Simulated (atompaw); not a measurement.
What one change does to a pseudopotential (Ge (Z = 32), PAW (atompaw))

* Element: germanium
* Generator: atompaw 4.2.0.5
* Type: PAW
* Functional: LDA (PW92)
* Relativity: scalar-relativistic
* Frozen core: [Ar] 3d10
* Valence charge: 4
* Reference configuration: 4s1 4p0 (charge +3)
* Partial waves: 4s (bound): rc 1.65 bohr; 4s channel at -0.3 Ry: rc 1.65 bohr; 4p (bound, empty): rc 0.95 bohr; 4p channel at -1.9 Ry: rc 0.95 bohr; 4d channel at 0.1 Ry: rc 1.40 bohr; 4d channel at 2.3 Ry: rc 1.40 bohr
* Local potential: troulliermartins scheme with l = 3 at 0.5 Ry, radius 1.50 bohr
* Core correction: smooth core density matched at 1.05 bohr
* Augmentation charge: besselshape compensation charge, radius 1.20 bohr; PAW radius 1.65 bohr; waves and projectors: custom rrkj vanderbiltortho

Change: non-relativistic; removed wave 4d channel at 2.3 Ry: rc 1.40 bohr.

Cutoffs: the cutoffs (Ry, on a coarse ladder) from which the occupation-weighted sum of valence levels, in a spherical-Bessel basis at the reference potential, stays within 10 and 1 mRy of its value at 400 Ry; they do not see the model core or the augmentation charge, which bear on the density cutoff.

Task: What does the change do?

Result: The potential gets harder (10 Ry and 15 Ry → 10 Ry and 18 Ry); the bound ghosts move from d, p to p.

```csv
quantity,base,changed
"cutoff, loose",10 Ry,10 Ry
"cutoff, tight",15 Ry,18 Ry
bound ghosts,"p, d",p
s: phases at 1.66 bohr within 0.05 rad from the reference energy up to (Ry; the scan ends near 5),to the end of the scan,-1.1
p: phases at 1.66 bohr within 0.05 rad from the reference energy up to (Ry; the scan ends near 5),to the end of the scan,to the end of the scan
d: phases at 1.66 bohr within 0.05 rad from the reference energy up to (Ry; the scan ends near 5),to the end of the scan,0.6
lowest overlap eigenvalue by channel,"s 0.41, p 0.12, d 0.87","s 0.42, p 0.12, d 1.00"
```

Base: The cutoffs count occupied waves only; the empty 4p level needs 110 Ry at the loose tolerance. Changed file: The cutoffs count occupied waves only; the empty 4p level needs 110 Ry at the loose tolerance. A true bound ghost makes a file unfit for plane-wave use even where its test errors are small: the radial tests pick states by their node count and pass the ghost by. The cutoffs see the waves, projectors and local potential, not the compensation charge or the core.
